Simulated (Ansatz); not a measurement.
One change: `[SiH3][CH2][AlH][GaH2]` becomes `CO[CH2][AlH][GaH2]`.

Ansatz, PBE0-D4/def2-TZVP geometries, multiplicity 1. Each molecule was computed in one conformer, which needn't be the lowest. `CO[CH2][AlH][GaH2]` holds a close contact that its SMILES doesn't draw: Ga···O 2.22 Å.

Scalar relativity is left out up to krypton.

| property | `[SiH3][CH2][AlH][GaH2]` |
| --- | --- |
| LUMO energy (PBE0/def2-TZVPP) / eV | -1.77 |
| size of the dipole moment (PBE/def2-TZVPP) / D | 2.01 |
| HOMO energy (B3LYP/def2-TZVPP) / eV | -6.46 |
| size of the dipole moment (B3LYP/def2-TZVPP) / D | 2.05 |
| HOMO–LUMO gap (PBE/def2-TZVPP) / eV | 3.14 |
| HOMO–LUMO gap (ωB97M-V/def2-TZVPP) / eV | 8.45 |

(1) What does the change do to each property? (Estimate.)

Answers

(1) Computed: 
| property | `CO[CH2][AlH][GaH2]` | shift |
| --- | --- | --- |
| LUMO energy (PBE0/def2-TZVPP) / eV | -1.53 | 0.24 |
| size of the dipole moment (PBE/def2-TZVPP) / D | 2.79 | 0.78 |
| HOMO energy (B3LYP/def2-TZVPP) / eV | -6.00 | 0.46 |
| size of the dipole moment (B3LYP/def2-TZVPP) / D | 2.81 | 0.76 |
| HOMO–LUMO gap (PBE/def2-TZVPP) / eV | 2.93 | -0.21 |
| HOMO–LUMO gap (ωB97M-V/def2-TZVPP) / eV | 8.22 | -0.23 |

With PBE0 the HOMO rises by 0.46 eV and the LUMO rises by 0.24 eV, so the gap narrows by about 0.22 eV. PBE moves the HOMO by 0.44 eV and ωB97M-V by 0.47 eV. The zero-point energy changes by 49.1 kJ/mol with +3 modes. Dipoles are sizes alone; their direction can turn.

Positive LUMOs are unbound, so they and the gaps depend on the basis.

B3LYP here is the variant with VWN-RPA as its local correlation; programs differ in this.
